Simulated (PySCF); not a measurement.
Gas-phase reaction: 2 InCl2 + H2 → 2 InCl + 2 HCl, at 1600 K and a standard pressure of 1 bar. Level: PBE0/def2-SVP†.

Computed with PySCF and rigid-rotor harmonic-oscillator thermochemistry at 1 bar. † marks an energy on the PBE0/def2-TZVP geometry and frequencies. Open shells (unrestricted): InCl2 (multiplicity 2); the rest are closed-shell singlets. In: scalar-relativistic def2 core potential, no spin-orbit coupling. InCl2: computed as isolated molecules; such fragments, hydroxides, amides, oligomers or adducts are transient or little studied in the gas. The harmonic model lacks anharmonicity and excited electronic states, which grow with temperature; levels with a mode under 35 cm⁻¹ are left out. Soft modes under 120 cm⁻¹ make the harmonic entropy rough for InCl2.

| species | E (Ha) | H(1600 K) − E (kJ/mol) | S°(1600 K) (J/mol/K) |
|---|---|---|---|
| InCl2 | -1110.02316 | 93.3 | 410.1 |
| H2 | -1.16365 | 74.0 | 180.1 |
| InCl | -650.11392 | 60.0 | 310.4 |
| HCl | -460.50210 | 67.1 | 237.9 |
E: electronic energy; H − E holds the zero-point and thermal terms. 1 Ha = 2625.5 kJ/mol.

Q: Work out ΔH°, ΔS°, ΔG° and log10 K from these numbers.

A: 1. ΔE = 2×(-650.11392) + 2×(-460.50210) − 2×(-1110.02316) − 1×(-1.16365) = -0.02207 Ha = -57.9 kJ.
2. Δ(H − E) = 2×(60.0) + 2×(67.1) − 2×(93.3) − 1×(74.0) = -6.4 kJ, so ΔH° = -64.3 kJ.
3. ΔS° = 2×(310.4) + 2×(237.9) − 2×(410.1) − 1×(180.1) = 96.3 J/K; the number of gas molecules changes by +1.
4. ΔG° = ΔH° − TΔS° = -64.3 − 1600×(96.3)/1000 = -218.4 kJ.
5. log10 K = −ΔG°/(RT ln 10) = 7.13, with RT ln 10 = 30.63 kJ/mol; at standard pressures the products are favoured.
6. A shift of 10 kJ in ΔE would move log10 K by 0.33 here.
For scale, ΔH°(298 K) is -53 kJ at this level, -57 kJ at ωB97M-V/def2-TZVP†, and runs from -87 to -6 kJ over the 18 levels computed.
